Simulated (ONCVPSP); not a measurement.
Co ONCV: all-electron and pseudo phase curves

| Property | Result |
| --- | --- |
| Element | cobalt (Co) |
| Generator | ONCVPSP 4.0.1 |
| Type | optimised norm-conserving Vanderbilt (ONCV) |
| Functional | LDA (Perdew-Wang 92) |
| Relativity | scalar-relativistic |
| Frozen core | [Ar] |
| Valence charge | 9 |
| Reference configuration | 3d7.5 4s1.5 |
| Partial waves | 4s: rc 2.05 bohr, ncon 3, nbas 7, qcut 2.5 1/bohr, 2 projectors, debl 1.8 Ha; p scattering state at 0.17 Ha: rc 1.70 bohr, ncon 4, nbas 7, qcut 4.7 1/bohr, 1 projector; 3d: rc 1.20 bohr, ncon 4, nbas 9, qcut 14 1/bohr, 2 projectors, debl 2 Ha |
| Local potential | polynomial inside 1.05 bohr (lpopt 5, dvloc0 -1 Ha) |
| Core correction | Teter function, fcfact 4.5, rcfact 1.55 |

The phase is arctan(r·R′/R) of the radial function R(r), unwrapped; energies in Ha, scanned from -2 to 5 Ha. A pole is an energy at which the radial function vanishes at the test radius. The pseudo phase is shifted by a multiple of π to meet the all-electron one at the reference energy, and phase errors are pseudo minus all-electron; the curves can meet again beyond the range given. Levels narrower than the energy grid can be missing from the lists of poles.

For each channel, where are the poles, and over which energies does the pseudopotential scatter like the atom?

```csv
channel,radius (bohr),reference energy (Ha),"poles, all-electron","poles, pseudo",unbroken range about the reference energy with phases within 0.05 rad,phase error 1 Ha above the reference energy (rad)
s,2.08,-0.19,1.88,"-1.34, 1.88",-1.3 to 3.7,-0.000
p,1.73,0.17,4.59,4.70,0.1 to 0.4,+0.186
d,1.22,-0.23,1.05,1.05,the whole range,+0.000
```

Note: ghosts flagged at negative energy: s at -36.9 eV; GHOST(+) flagged for p at 2.88 eV. A true bound ghost makes a file unfit for plane-wave use.

Phases in the s channel:

```csv
E (Ha),all-electron,pseudo
-1.98,1.192,4.322
-1.80,1.158,4.286
-1.62,1.116,4.239
-1.44,1.062,4.154
-1.26,0.990,1.023
-1.08,0.892,0.901
-0.90,0.751,0.755
-0.72,0.542,0.544
-0.54,0.236,0.237
-0.36,-0.158,-0.157
-0.18,-0.545,-0.544
0.00,-0.839,-0.839
0.18,-1.039,-1.039
0.36,-1.175,-1.175
0.54,-1.271,-1.271
0.72,-1.341,-1.341
0.90,-1.396,-1.396
1.08,-1.440,-1.440
1.26,-1.476,-1.476
1.44,-1.508,-1.508
1.62,-1.535,-1.535
1.80,-1.560,-1.560
1.98,-1.584,-1.584
2.16,-1.606,-1.606
2.34,-1.628,-1.629
2.52,-1.651,-1.651
2.70,-1.674,-1.676
2.88,-1.699,-1.702
3.06,-1.728,-1.733
3.24,-1.760,-1.770
3.42,-1.800,-1.816
3.60,-1.849,-1.879
3.78,-1.914,-1.972
3.96,-2.006,-2.124
4.14,-2.146,-2.413
4.32,-2.375,-2.984
4.50,-2.762,-3.685
4.68,-3.299,-4.100
4.86,-3.765,-4.307
```
